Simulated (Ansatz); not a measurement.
Wavefunction ladder for `CC(C)C(=O)/C=C(\O)c1ccccc1`

Cartesian coordinates in Å:
```
C -2.239 1.938 1.991
C -1.599 0.696 2.606
C -2.498 -0.527 2.460
C -0.229 0.453 2.015
O 0.771 0.555 2.750
C -0.106 0.122 0.631
C 1.138 -0.091 0.090
O 2.214 0.014 0.831
C 1.381 -0.425 -1.320
C 2.676 -0.327 -1.829
C 2.931 -0.624 -3.156
C 1.900 -1.030 -3.990
C 0.610 -1.141 -3.489
C 0.352 -0.840 -2.164
H -3.192 2.150 2.481
H -1.597 2.814 2.105
H -2.434 1.799 0.925
H -1.419 0.881 3.668
H -3.449 -0.355 2.969
H -2.717 -0.740 1.411
H -2.036 -1.416 2.895
H -0.986 0.065 0.011
H 1.866 0.260 1.763
H 3.474 -0.011 -1.170
H 3.940 -0.538 -3.542
H 2.100 -1.265 -5.029
H -0.197 -1.469 -4.133
H -0.655 -0.950 -1.780
```

Charge 0, multiplicity 1. The structure was optimised at the PBE0-D4/def2-TZVP level. It is one conformer, not always the lowest. Frozen core, restricted reference, Ansatz. CBS rows extrapolate triple and quadruple zeta; past MP2 they add the triple-zeta difference.

| basis | HF (Eh) | MP2 corr. | CCSD corr. | (T) | CCSD(T) total |
| --- | --- | --- | --- | --- | --- |
| def2-SVP | -611.84710 | -1.96449 | -2.05274 | -0.08245 | -613.98229 |
| def2-TZVPP | -612.53102 | -2.40597 | -2.45938 | -0.12301 | -615.11341 |
| def2-QZVPP | -612.55711 | -2.56527 | – | – | – |
| CBS(def2) | -612.56070 | -2.68326 | -2.73666 | as TZ | -615.42037 |
